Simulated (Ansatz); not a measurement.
# Which isomer of F2H3NOSi gives these data?

These gas-phase data were calculated for one isomer of F2H3NOSi at B3LYP-D3(BJ)/def2-SVP (harmonic, unscaled wavenumbers; equilibrium rotational constants with average atomic masses):

```
rotational constants            : 3.888, 3.738, 3.589 GHz
all wavenumbers above 1500 cm⁻¹ : 3559, 3557, 3436, 1609, 1603
```

Candidates:

(1) `[NH3+][Si-](=O)(F)F`, a singlet
(2) `N[Si](O)(F)F`, a singlet
(3) `NO[SiH](F)F`, a singlet

Task: Which structure fits?

Result: Candidate (1). No mode falls between 2000 and 2380 cm⁻¹, where the Si–H stretch of (3) would stand. 3 modes lie between 3250 and 3800 cm⁻¹, one for each N–H bond, while (2) has 2.

The same quantities for all candidates:

```
     rotational constants (GHz)   wavenumbers above 1500 cm⁻¹  E above the lowest, B3LYP-D3(BJ)/def2-SVP (kcal/mol)
(1)         3.888, 3.738, 3.589  3559, 3557, 3436, 1609, 1603                                                  27.7
(2)         4.009, 3.841, 3.633        3887, 3675, 3582, 1537                                                   0.0
(3)         5.474, 3.359, 2.698        3530, 3445, 2356, 1631                                                  67.7
```

Harmonic stretches to hydrogen usually lie a few per cent above observed fundamentals. Each candidate is one conformer. Programs: Ansatz 0.2.0.
